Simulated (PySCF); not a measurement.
C2H8AlNO, SMILES C[CH2][Al]([NH2])[OH]. Atoms are numbered in the order given.

```xyz
13

Al    -0.0886     0.0374     0.5327
C      0.1827    -0.9669    -1.1208
C      0.3679    -0.1125    -2.3765
H     -0.6967    -1.6270    -1.2445
H      1.0358    -1.6569    -0.9899
H      1.2744     0.5116    -2.3156
H     -0.4781     0.5763    -2.5262
H      0.4595    -0.7242    -3.2898
O     -0.9541     1.5070     0.4221
H     -1.1723     2.1115     1.1311
N      0.5168    -0.5393     2.0996
H      0.3914    -0.0897     2.9991
H      1.0495    -1.3934     2.2204
```

The structure is a stationary point at PBE0-D3(BJ)/def2-SVP. The structure was generated by enumeration; whether it is a known compound was not checked. One conformer was computed; it need not be the lowest.

Vertical ionisation energy (IE) and electron affinity (EA) in eV. Rows of orbital energies are one-electron estimates. Where ΔSCF, EOM or ADC give a negative EA the extra electron is unbound and the value depends on the basis.

```json
[
 {"level": "−ε(HOMO), −ε(LUMO), B3LYP/def2-TZVP (PySCF)", "IE": "6.99", "EA": "0.20"},
 {"level": "−ε(HOMO), −ε(LUMO), PBE/def2-TZVP (PySCF)", "IE": "___", "EA": "___"}
]
```

Problem. Fill in the missing entries. (The exact figures need the calculation; the answer reports its results.)

Solution. 
- −ε(HOMO), −ε(LUMO), PBE/def2-TZVP (PySCF), IE: 5.81
- −ε(HOMO), −ε(LUMO), PBE/def2-TZVP (PySCF), EA: 0.68
